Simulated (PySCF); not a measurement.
# Computed records: C2H7AlB, CH8BNSi

All values are calculated (PySCF 2.14.0). Calculation on a computer-drawn molecule: the log of a Hartree-Fock and frozen-core CCSD(T) single point meant for a local Hartree-Fock minimum, with one planted fault or none, to be diagnosed. Offsets are logged minus clean, where the clean run is the same molecule without the fault. The reference is restricted for singlets and unrestricted otherwise, and also for a bond in bohr or an excited solution. Adding or removing an electron swaps singlet and doublet. The excited solution moves the top pair (singlet) or top alpha electron (doublet) to the lowest empty orbital. Highest occupied and lowest empty are orbital energies over both spins, largest force is the largest gradient component, triples share is (T) over the correlation energy, the T1 limit is 0.02 restricted and 0.045 unrestricted, electrons count all cores, a negative frequency is imaginary (commonest isotopes), and the dipole is about the centre of nuclear charge.

Common to all runs: meant multiplicity 1; meant basis cc-pV(D+d)Z; logged SCF converged yes; logged CC converged yes; logged SCF stable within its kind yes; possible faults no fault, one electron removed, one electron added, multiplicity raised by two, geometry at a saddle point, SCF held on an excited solution, minimal basis STO-3G, one bond length entered in bohr, all coordinates scaled.

```json
{"entry": 1, "formula": "C2H7AlB", "logged_structure": {"atoms_angstrom": [["C", 0.9546, 1.8698, 0.2286], ["B", 0.4939, 0.9172, -0.9205], ["C", 0.6883, -0.6708, -0.8599], ["Al", -0.9046, -1.6697, -0.5512], ["H", 1.1899, 1.3846, 1.1779], ["H", 0.2473, 2.6857, 0.3979], ["H", 1.8767, 2.3536, -0.1266], ["H", -0.0214, 1.3509, -1.9144], ["H", 1.0116, -1.0507, -1.8421], ["H", 1.4072, -0.9984, -0.0982], ["H", -2.1751, -2.5188, -0.316]]}, "given": {"meant_charge": 1, "logged_electrons": 35, "logged_basis_functions": 100, "logged_spin_squared": 0.7598, "logged_highest_occupied [eV]": -22.267, "logged_lowest_empty [eV]": -13.15, "logged_largest_force [hartree/bohr]": 0.1077, "logged_T1_diagnostic": 0.02819, "logged_D1_diagnostic": 0.15824, "logged_triples_share": 0.030025, "logged_dipole_magnitude [debye]": 0.95845, "logged_energy_HF [hartree]": -345.61531, "logged_energy_CCSD(T) [hartree]": -346.0699, "drawn_bonds_atom": [1, 2, 3, 1, 1, 1, 2, 3, 3, 4], "drawn_bonds_other_atom": [2, 3, 4, 5, 6, 7, 8, 9, 10, 11], "drawn_bonds_order": [1, 1, 1, 1, 1, 1, 1, 1, 1, 1]}, "results": {"planted_fault": "one electron removed", "HF_energy_offset_from_clean_run [kcal/mol]": 342.9, "CCSD(T)_energy_offset_from_clean_run [kcal/mol]": 359.6}}
{"entry": 2, "formula": "CH8BNSi", "logged_structure": {"atoms_angstrom": [["C", -2.0817, -2.1622, -0.2749], ["B", -0.9299, -1.1513, 0.0942], ["Si", -1.2195, 0.8532, 0.3369], ["N", -0.0754, 1.5017, 1.4665], ["H", -1.7526, -2.9628, -0.9432], ["H", -2.9939, -1.71, -0.6697], ["H", -2.3519, -2.6525, 0.6743], ["H", 0.1785, -1.6043, 0.2475], ["H", -2.575, 1.1696, 0.8568], ["H", -1.1582, 1.4645, -1.0285], ["H", -0.1395, 2.4718, 1.7161], ["H", 0.8898, 1.2498, 1.3545]]}, "given": {"meant_charge": 0, "logged_electrons": 41, "logged_basis_functions": 105, "logged_spin_squared": 0.7612, "logged_highest_occupied [eV]": 0.048251, "logged_lowest_empty [eV]": 8.684, "logged_largest_force [hartree/bohr]": 0.057273, "logged_T1_diagnostic": 0.010402, "logged_D1_diagnostic": 0.028541, "logged_triples_share": 0.026107, "logged_dipole_magnitude [debye]": 3.9546, "logged_energy_HF [hartree]": -410.56425, "logged_energy_CCSD(T) [hartree]": -411.1605, "drawn_bonds_atom": [1, 2, 3, 1, 1, 1, 2, 3, 3, 4, 4], "drawn_bonds_other_atom": [2, 3, 4, 5, 6, 7, 8, 9, 10, 11, 12], "drawn_bonds_order": [1, 1, 1, 1, 1, 1, 1, 1, 1, 1, 1]}, "results": {}, "notes": ["highest electron not bound in this basis"]}
```

**Q.** Give the missing planted fault for CH8BNSi (entry 2).
**A.** one electron added

Further results for CH8BNSi (entry 2):

| Property | Result |
| --- | --- |
| HF energy offset from clean run | 26.58 kcal/mol |
| CCSD(T) energy offset from clean run | 13.8 kcal/mol |
